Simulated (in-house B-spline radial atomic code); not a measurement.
PBE excitations of S⁶⁺

Method: PBE. Computed with a B-spline radial code for spherical atoms: linear response of the closed shell [He] 2s2 2p6 with the functional's adiabatic kernel; non-relativistic, point nucleus, no spin-orbit coupling, no double excitations, S, P, D and F terms only. Only terms of natural parity with L up to 3 were computed.

Command:
```bash
python run_td.py task.json out
```
Settings (radii: box in bohr, nucleus in fm):
```
Z                        16
electrons                10
configuration            [He] 2s2 2p6
hamiltonian              nr
method                   pbe,pbe
box_radius               14.35
intervals                50
```

Run time, properties included: 0.2 s on 1 thread of Arm Neoverse N1, on a shared host.

The lowest states, in the order of their Tamm-Dancoff energies; the method's threshold (minus the highest occupied level) is 258.01 eV. Labels give the largest channel, * marks a mixed state, and oscillator strengths are full-response dipole values. Semilocal kernels can invert the small singlet-triplet splittings of Rydberg terms. Energies in eV:

```csv
state,full response,Tamm-Dancoff,oscillator strength
2p → 3s 3P,162.59,162.60,-
2p → 3s 1P,163.91,163.94,0.196
2p → 3p 3S,174.52,174.55,-
2p → 3p 3D,175.61,175.62,-
2p → 3p 1D,176.65,176.66,-
2p → 3p 1S,?,?,-
2p → 3d 3P,193.22,193.23,-
2p → 3d 3F,193.48,193.49,-
2p → 3d 1F,194.20,194.20,-
2p → 3d 1P,?,?,?
2p → 4s 3P,213.16,213.16,-
2p → 4s 1P,213.52,213.53,0.0317
2s → 3s 3S,215.97,215.98,-
```

(1) Where does 2p → 3d 1P lie?

(2) Where does 2p → 3p 1S lie?

(3) How large is the singlet-triplet splitting of 2p → 3s (P terms) in Tamm-Dancoff?

(4) What polarisabilities and dispersion coefficient does the method give?

Answers

(1) At 197.05 eV in full response, 197.18 eV in Tamm-Dancoff, oscillator strength 1.36.

(2) At 183.53 eV in full response, 184.08 eV in Tamm-Dancoff.

(3) 1.34 eV, from the unrounded values.

(4) Dipole 0.07504 bohr³, quadrupole 0.03211 bohr⁵, C6 0.0383 hartree·bohr⁶ for two such species.
